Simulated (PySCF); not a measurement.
## Löwdin shares of the frontier orbitals

Compound: C3H5O2S2 (charge -1).
Cartesian coordinates in Å at the GFN2-xTB level; atoms count from 1:
```xyz
12
C3H5O2S2 angstrom
C     -1.2321   -0.6960   -0.7082
C     -0.8863    0.4916    0.1297
S     -1.9740    1.0694    1.2512
C      0.4264    0.9863    0.0246
S      1.6620   -0.2780    1.1480
O      2.9750    0.2345    0.7241
O      1.3505   -1.5982    0.5706
H     -2.2391   -1.0496   -0.4986
H     -0.5058   -1.4817   -0.4726
H     -1.1409   -0.4648   -1.7710
H      0.9297    0.8498   -0.9256
H      0.6359    1.9360    0.5018
```

Computed with TDDFT PBE0/def2-SVPD, vertical, gas phase, core orbitals frozen in the response in PySCF 2.14.0, density-fitted response routines.

Frontier orbitals with the atoms that hold most of them (Löwdin shares over 4%, at most four atoms; ? is withheld):

| orbital | ε (eV) | atoms |
| --- | --- | --- |
| HOMO-3 | -4.03 | O6 45%, O7 44%, S5 7% |
| HOMO-2 | -3.67 | S3 27%, O6 19%, S5 16%, O7 15% |
| HOMO-1 | -2.24 | ? |
| HOMO | -1.87 | S3 26%, S5 19%, C4 17%, O6 15% |
| LUMO | ? | ? |
| LUMO+1 | 3.99 | S3 28%, S5 15%, C1 13%, H10 11% |
| LUMO+2 | 4.20 | S5 53%, S3 17%, C4 6%, O7 6% |

Q: Give the leading atoms of the LUMO.

A: C2 (bonded to 2 C and S) 29%; S3 (bonded to C) 28%; S5 (bonded to C and 2 O) 14%; O6 (bonded to S) 8%. By element: sulfur 42%, carbon 29% or more, oxygen 8% or more.

Q: Give the leading atoms of the HOMO-1.

A: S3 (bonded to C) 72%; C2 (bonded to 2 C and S) 10%; C4 (bonded to C, S and 2 H) 4%; C1 (bonded to C and 3 H) 4%. By element: sulfur 72% or more, carbon 19%.

Q: What is the LUMO energy, and the HOMO–LUMO gap?

A: ε(LUMO) = 2.05 eV; the gap is 3.92 eV (0.1439 hartree).

Q: How does S1 compare with the orbital gap of 3.92 eV?

A: S1 is at 2.74 eV (f = 0.0048), 1.18 eV below the gap, made of HOMO-1→LUMO (78%), HOMO→LUMO (21%). Its leading pair isn't HOMO and LUMO; the energies of that pair differ by 4.29 eV. 

Q: Give energy, strength and leading configuration of S1, S2, S4 and S5, and follow the Löwdin shares of the leading atoms from the occupied to the empty orbital.

A: 
- S1 (2.74 eV, f 0.0048), HOMO-1→LUMO (78%): S3 72% → 28%, C2 10% → 29%
- S2 (3.46 eV, f 0.282), HOMO→LUMO (73%): S3 26% → 28%, S5 19% → 14%, C2 at most 15% → 29%
- S4 (4.76 eV, f 0.110), HOMO-2→LUMO (76%): S3 27% → 28%, O6 19% → 8%, C2 at most 16% → 29%
- S5 (4.94 eV, f 0.067), HOMO→LUMO+1 (76%): S3 26% → 28%, S5 19% → 15%

One conformer stands for the species.
